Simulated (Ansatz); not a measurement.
Cost and result for the atomization energy of `C[N](C)[Mg][F]` (11 atoms, 10 bonds).

```xyz
11

C     0.677    0.965    0.607
N    -0.022   -0.191    0.111
C    -0.548    0.060   -1.206
Mg   -0.227   -1.811    1.057
F    -0.416   -3.317    1.936
H     0.023    1.851    0.677
H     1.524    1.251   -0.039
H     1.086    0.793    1.609
H    -1.258    0.904   -1.219
H    -1.083   -0.811   -1.601
H     0.245    0.305   -1.932
```

The species carries charge 0 and has multiplicity 1. Correlated methods include outer-core shells of Mg, which these sets cover unevenly. The structure was optimised at the PBE0-D4/def2-TZVP level. It is one conformer, not always the lowest. Program: Ansatz. All runs use 4 threads of a server CPU on a shared host. Times are those of one run each, without the atoms' runs, and a repeat can differ threefold. Electronic energies, without spin–orbit coupling; frozen cores. CCSD(T)/CBS adds CCSD(T) − MP2 in def2-TZVPP to the MP2 limit, and its time is that of the two runs behind it. T1 = 0.011. With those shells the extrapolation isn't a true limit. HSE06 is the plane-wave form, built on full-range PBE exchange.

CCSD(T)/CBS is a level of theory with its own doubt, some kJ/mol a heavy atom from the limit and from the frozen cores, so smaller differences don't rank the functionals.

| level | functions | wall time | atomization (kJ/mol) | difference from CCSD(T)/CBS | per bond |
| --- | --- | --- | --- | --- | --- |
| BLYP-D4/def2-TZVPP | 240 | 1.7 s | 3947.9 | -9.3 | -0.9 |
| BHLYP-D4/def2-TZVPP | 240 | 2.2 s | 3814.7 | -142.5 | -14.2 |
| HSE06-D4/def2-TZVPP | 240 | 2.5 s | 3941.4 | -15.8 | -1.6 |
| CAM-B3LYP-D4/def2-TZVPP | 240 | 2.6 s | 3966.2 | 9.0 | 0.9 |
| r2SCAN-D4/def2-TZVPP (with forces) | 240 | 3 s | 3947.2 | -10.0 | -1.0 |
| r2SCANh-D4/def2-TZVPP | 240 | 3.3 s | 3919.7 | -37.5 | -3.8 |
| PBE-QIDH/def2-TZVPP | 240 | 4.2 s | 3908.0 | -49.2 | -4.9 |
| ωB97X-V/def2-TZVPP | 240 | 5.5 s | 3951.0 | -6.2 | -0.6 |
| CCSD(T)/def2-SVP | 104 | 5.5 s | 3747.2 | -210.0 | -21.0 |
| ωB97M-V/def2-TZVPP (with forces) | 240 | 8.5 s | 3936.1 | -21.1 | -2.1 |
| MP2/def2-QZVPP | 471 | 17 s | 3985.8 | 28.6 | 2.9 |
| CCSD(T)/def2-TZVPP | 240 | 110 s | 3831.6 | -125.6 | -12.6 |
| CCSD(T)/CBS(def2) | – | 2.2 min | 3957.2 | 0.0 | 0.0 |

From r2SCAN to r2SCAN0 (25 % exact exchange), in def2-TZVPP and without D4, the atomization energy moves by −67.7 kJ/mol: exact exchange takes away binding that semilocal exchange gives to molecules. In def2-TZVPP, CCSD(T) changes the Hartree–Fock value by +1005.5 kJ/mol (the triples alone add +55.6 kJ/mol) and MP2 by +1083.3 kJ/mol; breaking electron pairs costs correlation energy, which Hartree–Fock lacks. The D4 term adds +28.0 kJ/mol with B3LYP and +14.7 kJ/mol with PBE0; it sums over pairs of atoms, weighted by their polarisabilities, and B3LYP, whose exchange is more repulsive, gets the larger term.

B3LYP here is the variant with VWN-RPA as its local correlation; programs differ in this.
